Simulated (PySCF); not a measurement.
Compound: C₆H₃N.
Numbering: `[CH2:1]=[C:2]=[CH:3][C:4]#[C:5][C:6]#[N:7]` (hydrogens: H8, H9 on C1; H10 on C3)

Structure used (PBE0-D3(BJ)/def2-SVP), in Å, numbered top down from 1:
```
atom  x, y, z in Å
C1    -2.3470    1.0769   -0.1291
C2    -1.4548    0.1348   -0.0296
C3    -0.5538   -0.8269    0.0721
C4     0.8289   -0.6212   -0.1560
C5     2.0243   -0.4734   -0.3454
C6     3.3680   -0.2973   -0.5591
N7     4.5080   -0.1491   -0.7403
H8    -2.8514    1.2783   -1.0807
H9    -2.6136    1.6973    0.7338
H10   -0.8764   -1.8403    0.3477
```

All values: B3LYP/def2-SVPD (PySCF, non-relativistic), on one gas-phase PBE0-D3(BJ)/def2-SVP geometry that isn't relaxed in the solvent. The solvent is an IEF-PCM continuum (van der Waals radii × 1.2). Only the electrostatic response of the medium enters.

Gas phase at B3LYP/def2-SVPD: HOMO -7.48 eV, LUMO -2.33 eV, dipole 5.72 D.

**Question.** What does the continuum do to the energy, the frontier levels and the dipole at B3LYP/def2-SVPD in cyclohexane and chloroform?

**Answer.** 
```json
{"solvent": "cyclohexane", "ε": "2.017", "E(solvent) − E(gas) (kJ/mol)": "-9.90", "polarisation term (kJ/mol)": "-11.06", "distortion of the solute (kJ/mol)": "1.16", "HOMO (eV)": "-7.41", "LUMO (eV)": "-2.27", "dipole (D)": "6.60"}
{"solvent": "chloroform", "ε": "4.711", "E(solvent) − E(gas) (kJ/mol)": "-17.81", "polarisation term (kJ/mol)": "-21.53", "distortion of the solute (kJ/mol)": "3.72", "HOMO (eV)": "-7.37", "LUMO (eV)": "-2.24", "dipole (D)": "7.29"}
```

The first energy column is the sum of the next two and covers electrostatics alone. From cyclohexane to chloroform the lowering changes by a factor 1.80, Onsager's factor (ε − 1)/(2ε + 1) by 1.76 and ε itself by 2.3.

**Question.** Which radius a makes the point-dipole formula ΔE = −[(ε − 1)/(2ε + 1)]·μ²/a³ give the value in chloroform, with the gas-phase dipole?

**Answer.** μ = 2.249 au and |ΔE| = 0.00678 Eh give a = 3.40 Å; the farthest nucleus lies 4.54 Å from the centroid of the nuclei, so such a sphere wouldn't even hold the nuclei. The formula assumes a rigid point dipole at the centre of a sphere.

**Question.** Give the dipole vector in the frame of the coordinates (D, pointing from negative to positive charge), gas and chloroform.

**Answer.** Gas (-5.67, 0.03, 0.73), solvent (-7.23, 0.07, 0.93). Its length changes by +28 % and its direction by less than 1°.

**Question.** How does the static polarisability (B3LYP/def2-SVPD, frozen core, with the continuum's full static response) change?

**Answer.** 
```tsv
medium	isotropic (au)	principal values (au)	⟨r²⟩ of the electrons (bohr²)
gas	90.9	46.1, 61.1, 165.5	1171.1
cyclohexane	104.1	50.7, 68.7, 193.0	1171.7
chloroform	115.8	55.4, 76.0, 216.0	1172.2
```

The isotropic value in chloroform is 1.27 times the gas-phase one; no cavity-field correction is applied. ⟨r²⟩ is taken about the centre of nuclear charge.
